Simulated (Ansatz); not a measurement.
The cluster Mg₃Si, relaxed as a singlet with RKS r2SCAN-D4/def2-TZVP in Ansatz, starting from the GFN1-xTB geometry. Force threshold 0.02 eV/Å.

The restricted singlet is unstable: a solution with broken spin symmetry lies lower. At r2SCAN-D4/def2-TZVP a triplet of charge 0 lies 0.45 eV below the restricted singlet, each at its own geometry. The structure comes from a short search, and lower isomers may exist.

Start:

```xyz
4

Mg    1.988   -0.425   -1.516
Mg   -1.595    0.243    1.966
Mg   -0.983    0.459   -1.114
Si    0.589   -0.278    0.665
```

**Question.** Estimate the energy that the relaxation releases and the steps that it takes.

**Answer.** 6.3 kJ/mol, in 10 steps; 23 s on 4 threads of Intel Xeon on a shared host. The force fell under the threshold at step 5, but the optimiser went on. No frequencies were taken in this run, so the end may be a saddle point.

**Question.** Does the start keep its bonding and symmetry?

**Answer.** By distances, no bond broke or formed. The bond that changes most is Mg2–Mg3, from 3.15 to 3.49 Å (atoms count from 1). Point group C2v at the start, Cs at the end, both within 0.05 Å.

**Question.** Predict the relaxed structure.

**Answer.** 
Cartesian coordinates in Å:
```
Mg 2.041 -0.452 -1.418
Mg -1.495 0.189 2.153
Mg -0.979 0.480 -1.283
Si 0.433 -0.216 0.548
```
Bond lengths (bridged metal pairs left out): 3 × Mg–Si 2.42 to 2.55 Å; 1 × Mg–Mg 3.16 Å.
